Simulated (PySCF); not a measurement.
## Field gradients at the hydrogen positions

Compound: C6H7NO2Si.
Geometry (GFN2-xTB, Å), atoms numbered from 1 in this order:
```xyz
17
C6H7NO2Si angstrom
C      2.905   -0.001   -1.054
C      2.166    0.351    0.210
O      2.672    0.943    1.134
C      0.751   -0.097    0.230
C     -0.062    0.219    1.241
Si    -1.862   -0.297    1.369
C     -2.901    1.188    1.830
N     -3.543    2.094    2.111
C     -2.541   -0.845   -0.353
O     -1.844   -1.325   -1.209
H      3.913    0.403   -1.029
H      2.947   -1.084   -1.154
H      2.369    0.395   -1.915
H      0.411   -0.678   -0.615
H      0.368    0.814    2.042
H     -2.129   -1.354    2.348
H     -3.627   -0.715   -0.546
```

Level: PBE0/pcSseg-1 (PySCF, non-relativistic); Q(2H) = 0.00286 b; rigid geometry, the same for H and D, with no vibrational averaging.

Task: Rank these positions by the coupling χzz of a deuteron there, largest first.
A. H12 (methyl hydrogen)
B. H16 (Si–H hydrogen)
C. H17 (formyl hydrogen)

Result: A (209 kHz), C (177 kHz), B (106 kHz).

Task: Tabulate Vzz, the asymmetry η and χzz = 234.96 MHz × Q × Vzz for every hydrogen position.

Result: 
```
atom  bonded to  bond length (Å)  Vzz (au)     η  χzz (kHz)
 H11         C1            1.087    0.3128  0.01        210
 H12         C1            1.089    0.3111  0.03        209
 H13         C1            1.088    0.3112  0.03        209
 H14         C4            1.080    0.3120  0.06        210
 H15         C5            1.086    0.3115  0.02        209
 H16        Si6            1.465    0.1576  0.01        106
 H17         C9            1.110    0.2637  0.00        177
```

Task: Average by the element that carries the hydrogen.

Result: on C: 204 kHz over 6 positions, mean bond length 1.090 Å; on Si: 106 kHz over 1 position, mean bond length 1.465 Å.

Task: How does χzz go with the bond length over the 6 C–H bonds?

Result: A straight-line fit has a slope of -12.2 kHz for each 0.01 Å, with a correlation coefficient of -0.96, over lengths from 1.080 to 1.110 Å. The longer bonds have the smaller couplings here.

Geometry: GFN2-xTB, one conformer, isolated molecule. GFN2-xTB bond lengths can be off by several hundredths of an ångström, more for odd bonds, and the gradients follow them. The small basis limits the accuracy of the gradients.
